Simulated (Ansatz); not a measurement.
Ligand exchange: C2H5CdCl + CBrCl2F → C2H5CdF + CBrCl3

Gas-phase species: C2H5CdCl `C[CH2][Cd][Cl]`, singlet; CBrCl2F (bromodichlorofluoromethane) `FC(Cl)(Cl)Br`, singlet; C2H5CdF `C[CH2][Cd][F]`, singlet; CBrCl3 (bromotrichloromethane) `ClC(Cl)(Cl)Br`, singlet. The partners trade Cl for F: Cd–Cl and C–F bonds give way to Cd–F and C–Cl.

Shapes, held fixed at every level: PBE0-D4/def2-TZVP. Programs: Ansatz 0.2.0. The zero-point and thermal change to 298 K, harmonic and unscaled (PBE0-D4/def2-TZVP), is -2.3 kJ/mol.

| level | kind | ΔH(298 K) (kJ/mol) | less CCSD(T)/def2-TZVPP |
| --- | --- | --- | --- |
| HF/def2-SVP | Hartree–Fock | +143.6 | +50.0 |
| r2SCAN-D4/def2-TZVPP | meta-GGA | +98.5 | +4.9 |
| BHLYP-D4/def2-TZVPP | global hybrid | +105.7 | +12.1 |
| PBE0-D4/def2-TZVPP | global hybrid | +98.8 | +5.2 |
| B2PLYP/def2-TZVPP | double hybrid | +92.7 | -0.9 |
| MP2/def2-TZVPP | perturbation theory | +84.0 | -9.6 |
| CCSD/def2-SVP | coupled cluster or CI | +111.2 | +17.6 |
| CCSD(T)/def2-TZVPP | coupled cluster or CI | +93.6 | 0.0 |

The highest level, CCSD(T)/def2-TZVPP, gives ΔH(298 K) = +93.6 kJ/mol; the levels span +84.0 to +143.6. The column of differences is taken from that level and isn't an error. No measured value is set beside it here. For atoms past krypton def2 sets carry core potentials with scalar relativity. Relativity is left out for Br. Outer-core shells of Br, Cd are correlated, in sets that cover them unevenly.
